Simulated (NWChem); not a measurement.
System: hydrogen selenide (H$_{2}$Se); SMILES [SeH2]

All runs: NWChem. The geometry was optimised at PBE0-D3(BJ)/def2-TZVP. Vertical excitations in the gas phase; the lowest state need not have the same character in each row.

For level PBE/aug-cc-pVDZ, TDA:

```yaml
lowest excitation, singlet (eV): 5.05
lowest state with f > 0.02, singlet (eV): 5.05
lowest triplet (eV): 4.71
orbital gap (eV): 4.92
```

Problem. Estimate the same quantities for level Hartree-Fock/aug-cc-pVDZ, CIS.

Solution. 
- lowest excitation, singlet (eV) = 5.57
- lowest state with f > 0.02, singlet (eV) = 5.98
- lowest triplet (eV) = 4.90
- orbital gap (eV) = 10.71
